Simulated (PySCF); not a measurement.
NICS in isomers of C8H8O4.

NICS = −σ at a ghost point: NICS(0) at the centroid of the ring atoms, NICS(1) 1 Å to either side along the normal of their mean plane, zz for the tensor component along that normal. Level: GIAO PBE0/pcSseg-1 (PySCF, non-relativistic, gas phase) on the GFN2-xTB geometries, one conformer each. Atom numbers follow the mapped SMILES.

Question: Order these rings by mean NICS(1)zz, lowest (most negative) first (ppm).
A. ring C3–C4–C8–O10–C11 in `[CH3:1][O:2][C:3]1=[C:4]([CH:5]2[CH2:6][CH2:7]2)[C:8](=[O:9])[O:10][C:11]1=[O:12]`
B. ring C3–O4–C5–C7–O9–C10 in `[CH2:1]=[CH:2][C@@H:3]1[O:4][C:5](=[O:6])[C:7](=[O:8])[O:9][C@H:10]1[CH:11]=[CH2:12]`
C. ring C6–C7–C8–O10–C11 in `[CH2:1]=[C:2]([CH2:3][O:4][CH3:5])[C:6]1=[CH:7][C:8](=[O:9])[O:10][C:11]1=[O:12]`

Answer: B (-4.1), C (-1.5), A (-0.3).

```json
{"SMILES": "C=C[C@@H]1OC(=O)C(=O)O[C@H]1C=C", "ring": "6-membered ring with 2 O; formal bonds all single", "NICS(0)": "-1.4", "NICS(1)": "-3.0", "NICS(1)zz": "-4.1", "HOMA": "–", "rms pucker (Å)": "0.25", "ring atoms with four or more neighbours": "2"}
{"SMILES": "C=C(COC)C1=CC(=O)OC1=O", "ring": "5-membered ring with O; formal bonds 1 double, 4 single", "NICS(0)": "-0.2", "NICS(1)": "-3.3", "NICS(1)zz": "-1.5", "HOMA": "-0.89", "rms pucker (Å)": "0.00", "ring atoms with four or more neighbours": "0"}
{"SMILES": "COC1=C(C2CC2)C(=O)OC1=O", "ring": "5-membered ring with O; formal bonds 1 double, 4 single", "NICS(0)": "-2.4", "NICS(1)": "-3.5", "NICS(1)zz": "-0.3", "HOMA": "-0.72", "rms pucker (Å)": "0.00", "ring atoms with four or more neighbours": "0"}
```

NICS(0) gives another order. The isotropic NICS(1) gives another order. HOMA uses Krygowski's 1993 parameters; it is left out where a ring has a four-coordinate atom, a triple bond, no multiple bond or a kind of bond without parameters. NICS(1) and NICS(1)zz are means over the two faces.
